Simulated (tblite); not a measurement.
C5H10O2.
SMILES with atom numbers: `[CH2:1]=[C:2]([CH2:3][CH2:4][OH:5])[O:6][CH3:7]` (hydrogens: H8, H9 on C1; H10, H11 on C3; H12, H13 on C4; H14 on O5; H15, H16, H17 on C7)

Computed with GFN2-xTB (tblite), gas phase: Langevin dynamics at 300 K from the optimised GFN2-xTB geometry, time step 0.5 fs, friction 0.01 fs⁻¹, 2000 steps. Over the second half of the run the saved frames average 305 K.

The optimised geometry, where the run starts:
```
atom  x, y, z in Å
C1      0.493    0.820   -1.597
C2      0.250   -0.009   -0.590
C3     -0.867   -1.018   -0.592
C4     -1.917   -0.683    0.481
O5     -1.467   -0.946    1.782
O6      0.941   -0.055    0.593
C7      1.987    0.865    0.790
H8     -0.113    0.783   -2.482
H9      1.286    1.545   -1.591
H10    -1.339   -1.034   -1.573
H11    -0.462   -2.008   -0.374
H12    -2.806   -1.302    0.337
H13    -2.210    0.375    0.379
H14    -0.563   -0.606    1.850
H15     2.370    0.674    1.791
H16     1.625    1.896    0.727
H17     2.787    0.717    0.058
```

t = 25 fs, T = 224 K, E(pot) 0.367 eV above the start
```
atom  x, y, z in Å  |  force x, y, z in eV/Å
C1      0.507    0.733   -1.621    0.360   0.569   0.412
C2      0.281   -0.086   -0.591   -0.455   0.247  -0.184
C3     -0.952   -0.949   -0.593    1.028  -0.958  -0.290
C4     -1.941   -0.576    0.479   -0.700  -0.161   0.532
O5     -1.506   -1.013    1.745    0.519   0.416   0.196
O6      1.000   -0.206    0.599   -0.583   1.077  -0.584
C7      1.823    0.911    0.854    0.010   1.228   0.841
H8     -0.184    0.845   -2.459    0.380  -0.374   0.532
H9      1.342    1.435   -1.633   -0.277  -0.352  -0.102
H10    -1.379   -0.998   -1.584   -0.270   0.390  -0.227
H11    -0.628   -1.979   -0.390   -0.027  -0.024   0.190
H12    -2.873   -1.144    0.296    0.180   0.397   0.099
H13    -2.161    0.513    0.495    0.075  -0.332  -0.098
H14    -0.589   -0.683    1.888   -0.630  -0.253  -0.204
H15     2.186    0.937    1.933   -0.565  -0.442  -1.308
H16     1.329    1.942    0.662    0.289  -1.599   0.255
H17     2.659    0.843    0.177    0.663   0.171  -0.060
```

t = 75 fs, T = 269 K, E(pot) 0.317 eV above the start
```
atom  x, y, z in Å  |  force x, y, z in eV/Å
C1      0.562    0.627   -1.587   -0.070  -0.060   0.036
C2      0.138   -0.094   -0.552   -1.735   0.036  -1.450
C3     -1.172   -0.927   -0.639    1.554  -0.071   0.352
C4     -2.165   -0.529    0.483    0.757   1.249  -0.526
O5     -1.740   -0.946    1.750   -1.408  -0.506  -0.192
O6      0.634   -0.110    0.679    1.040   0.272   1.161
C7      1.720    0.759    0.948    0.245   0.555  -1.783
H8      0.050    0.634   -2.522   -0.336  -0.253  -0.181
H9      1.418    1.261   -1.608    0.409   0.053   0.286
H10    -1.545   -0.848   -1.651   -0.425   0.273   0.012
H11    -0.844   -1.977   -0.526   -0.377   0.241   0.282
H12    -3.130   -0.968    0.287   -0.322  -0.340   0.076
H13    -2.312    0.611    0.440    0.230  -1.123   0.112
H14    -0.912   -0.556    1.980    0.932   0.448  -0.068
H15     1.794    0.876    1.987    0.123  -0.113   1.463
H16     1.528    1.788    0.521    0.172  -0.930   0.208
H17     2.688    0.366    0.535   -0.791   0.270   0.212
```

t = 100 fs, T = 198 K, E(pot) 0.346 eV above the start
```
atom  x, y, z in Å  |  force x, y, z in eV/Å
C1      0.586    0.447   -1.611    0.550   0.689  -0.937
C2      0.038   -0.056   -0.532   -1.085  -0.597  -0.100
C3     -1.237   -0.902   -0.626    1.621  -0.536   0.797
C4     -2.243   -0.557    0.469    0.482   1.738  -0.256
O5     -1.853   -0.925    1.754    0.331  -0.020   0.216
O6      0.463    0.024    0.746    1.376  -0.097   0.935
C7      1.724    0.649    1.054   -0.046  -0.873  -0.350
H8      0.138    0.397   -2.591   -0.133  -0.273   0.261
H9      1.501    1.004   -1.621    0.260   0.106   0.203
H10    -1.640   -0.785   -1.615   -0.288  -0.083  -0.231
H11    -0.867   -1.959   -0.469   -0.640   0.776  -0.222
H12    -3.143   -1.065    0.236   -1.068  -0.541   0.043
H13    -2.463    0.577    0.410    0.277  -1.175   0.127
H14    -0.933   -0.622    1.907   -0.563  -0.108  -0.215
H15     1.776    0.863    2.105   -0.323  -0.279   0.579
H16     1.734    1.581    0.563    0.255   1.247  -0.775
H17     2.653    0.083    0.784   -1.006   0.025  -0.074
```

t = 125 fs, T = 260 K, E(pot) 0.415 eV above the start
```
atom  x, y, z in Å  |  force x, y, z in eV/Å
C1      0.657    0.314   -1.607    0.718   0.157   0.335
C2      0.034   -0.094   -0.509   -0.900  -0.527   0.172
C3     -1.242   -0.986   -0.533    1.658   0.398  -0.609
C4     -2.320   -0.565    0.480    0.791   0.184  -1.777
O5     -1.933   -0.908    1.735   -1.345  -0.669   1.486
O6      0.376    0.148    0.797    0.480  -0.257   0.120
C7      1.688    0.573    1.108   -0.002  -1.831   1.358
H8      0.297    0.109   -2.592   -0.208  -0.168  -0.006
H9      1.623    0.825   -1.591   -0.494  -0.075   0.147
H10    -1.621   -0.902   -1.550   -0.131  -0.311  -0.003
H11    -0.859   -2.031   -0.333   -0.707   0.956  -0.130
H12    -3.174   -1.145    0.185   -0.853  -0.215   0.274
H13    -2.540    0.514    0.328    0.070  -0.255   0.264
H14    -1.063   -0.583    1.881    1.157   0.514   0.175
H15     1.780    0.692    2.216   -0.346  -0.381  -0.705
H16     1.869    1.498    0.704    0.556   2.292  -1.184
H17     2.462   -0.148    0.769   -0.443   0.189   0.084
```

t = 175 fs, T = 226 K, E(pot) 0.636 eV above the start
```
atom  x, y, z in Å  |  force x, y, z in eV/Å
C1      0.858    0.081   -1.517   -1.082  -0.439  -0.047
C2      0.032   -0.114   -0.470    0.669  -0.311  -0.925
C3     -1.190   -1.049   -0.534    0.789   2.778   0.216
C4     -2.303   -0.472    0.419    0.150  -0.741  -1.231
O5     -2.112   -0.810    1.782   -1.150  -0.256  -1.242
O6      0.275    0.368    0.792   -0.241  -0.014  -0.322
C7      1.606    0.570    1.134    1.192   1.208  -1.095
H8      0.675   -0.347   -2.513   -0.160   0.161   0.815
H9      1.698    0.733   -1.512    0.323   0.203   0.291
H10    -1.371   -1.085   -1.609   -0.833  -0.246   0.367
H11    -0.860   -1.969   -0.161    0.190  -1.542   0.439
H12    -3.231   -0.869   -0.006   -0.243  -0.321   0.779
H13    -2.384    0.599    0.266    0.270   0.448   0.183
H14    -1.213   -0.589    1.963    0.942   0.345   0.309
H15     1.665    0.407    2.186    0.168   0.425   0.822
H16     2.094    1.572    0.778   -1.204  -1.155   0.842
H17     2.236   -0.166    0.653    0.221  -0.542  -0.203
```

t = 875 fs, T = 379 K, E(pot) 0.551 eV above the start
```
atom  x, y, z in Å  |  force x, y, z in eV/Å
C1      0.246   -0.170   -0.395   -1.654  -0.263   2.352
C2     -0.433   -0.222    0.799    2.085   0.755  -0.921
C3     -1.813   -0.695    1.077   -0.767  -1.241  -0.173
C4     -2.880    0.390    1.200    0.397   1.574   0.599
O5     -3.177    1.067    0.018    0.571   1.281   0.668
O6      0.165    0.244    1.971   -0.469   0.159  -0.760
C7      1.088    1.275    1.788    0.588   1.154   1.278
H8     -0.299   -0.502   -1.246    0.171  -0.079  -0.481
H9      1.271    0.165   -0.458   -0.432  -0.082  -0.119
H10    -2.107   -1.442    0.302    0.065   0.463   0.379
H11    -1.897   -1.187    2.063    0.629  -0.058  -0.346
H12    -2.486    1.241    1.841   -0.353  -1.039  -0.275
H13    -3.803   -0.006    1.662    0.286  -0.042  -0.084
H14    -3.553    0.488   -0.602   -0.730  -1.255  -1.271
H15     1.204    1.810    2.752   -0.401  -0.350   0.035
H16     0.779    2.082    1.100    0.027  -0.725  -0.232
H17     2.109    0.934    1.613   -0.013  -0.252  -0.647
```

t = 950 fs
```
atom  x, y, z in Å
C1      0.081   -0.100   -0.261
C2     -0.585   -0.005    0.899
C3     -1.993   -0.348    1.111
C4     -2.951    0.874    1.074
O5     -3.573    1.158   -0.198
O6     -0.197    0.559    2.089
C7      1.171    0.970    2.309
H8     -0.434   -0.607   -1.070
H9      1.082    0.305   -0.506
H10    -2.312   -1.163    0.467
H11    -2.062   -0.824    2.056
H12    -2.445    1.775    1.335
H13    -3.695    0.662    1.829
H14    -3.870    0.359   -0.569
H15     1.298    1.235    3.375
H16     1.482    1.855    1.728
H17     1.938    0.334    1.795
```

**Question.** Estimate the potential energy and the forces of this last frame.

**Answer.** 0.844 eV above the start.

| atom | Fx (eV/Å) | Fy (eV/Å) | Fz (eV/Å) |
| --- | --- | --- | --- |
| C1 | 0.093 | 0.184 | 0.282 |
| C2 | 1.476 | 1.079 | -0.451 |
| C3 | -1.138 | -0.588 | -0.837 |
| C4 | -0.306 | -0.812 | -1.086 |
| O5 | 1.173 | 1.044 | 1.579 |
| O6 | 1.882 | 0.324 | 0.120 |
| C7 | 0.331 | 0.428 | -1.406 |
| H8 | 0.237 | 0.238 | 0.120 |
| H9 | -0.882 | -0.490 | 0.527 |
| H10 | -0.219 | 0.222 | -0.791 |
| H11 | -0.100 | -0.011 | 1.376 |
| H12 | 0.494 | 0.591 | 0.195 |
| H13 | -0.662 | 0.099 | 0.176 |
| H14 | -0.575 | -1.445 | -0.628 |
| H15 | -0.033 | -0.784 | -0.684 |
| H16 | -1.028 | 0.746 | 0.176 |
| H17 | -0.745 | -0.826 | 1.332 |

The bond farthest from its length at the start is C2–C3 (1.464 against 1.505 Å), and half the difference of its two atoms' forces along it is +1.42 eV/Å (positive lengthens). The largest atomic force is 2.23 eV/Å.

The cost below is that of the whole dynamics run. Time: 5.8 s; peak memory 0.18 GiB. Hardware: AMD EPYC 9R45, one thread, no GPU, shared host with 96 logical CPUs at a one-minute load of 27.
